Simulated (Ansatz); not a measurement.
# Which method gave which barrier?

Saddle point of CH$_{8}$GaN, closed shell (CH₅N ([CH3][NH2]) + GaH₃ → CH₆GaN ([CH3][NH][GaH2]) + H₂; bonds formed: H2–H5; dative contacts that become bonds: Ga1–N6; bonds broken: Ga1–H2, H5–N6), PBE0-D4/def2-TZVP structure:

```xyz
11
angstrom
Ga -1.5540 0.1339 -0.0181
H -1.1462 -1.7051 0.1918
H -1.7257 0.3483 -1.5549
H -2.5624 0.4516 1.1302
H -0.3598 -1.2027 0.4521
N 0.3248 0.0734 0.5662
C 1.4052 0.3277 -0.3651
H 0.5233 0.4216 1.4941
H 1.2108 -0.2047 -1.3007
H 1.5203 1.3898 -0.6170
H 2.3635 -0.0336 0.0214
```

Ansatz 0.2.0; basis: def2-TZVPP, with def2-QZVPP for the basis limit; cores frozen in the correlated methods. Filled d shells of the heavier atoms are correlated. The def2 sets are not built for correlating such inner shells, so the correlated values are less sure here. B3LYP uses VWN-RPA correlation. Extrapolation: Hartree–Fock as exp(−7.88 √X), correlation as X^−2.97. Four methods, as single points on the PBE0-D4 structures, gave these electronic barriers from the start structure: 150.8, 163.2, 181.8, 214.0 kJ/mol.

Question: The methods were, in alphabetical order, B3LYP-D4, BHLYP-D4, BLYP-D4, HF. Which gave which? (A judgement: the text doesn't fix the answer.)

Answer: The calculation gives: BLYP-D4 150.8; B3LYP-D4 163.2; BHLYP-D4 181.8; HF 214.0 kJ/mol. For comparison, CCSD(T) at an estimated basis limit (MP2 extrapolated from triple and quadruple zeta, plus CCSD(T) − MP2 in triple zeta) gives 170.0 kJ/mol.

No T1 diagnostic of these runs exceeds 0.015.

The step is the kind of exchange with an N–H group that builds nitride films in atomic layer and chemical vapour deposition.

Labels in which every atom is bracketed show which atoms are joined, not bond orders.

For scale, one of the runs: CCSD(T)/def2-TZVPP, 222 basis functions, launched by `ansatz run in.yaml --threads 4 --pin off --events-out ev --progress --plain --max-ram 9574MiB`. The run took 80 s on 4 CPU threads of an Arm Neoverse V2 (shared host), with 3.5 GiB of host memory at its peak.
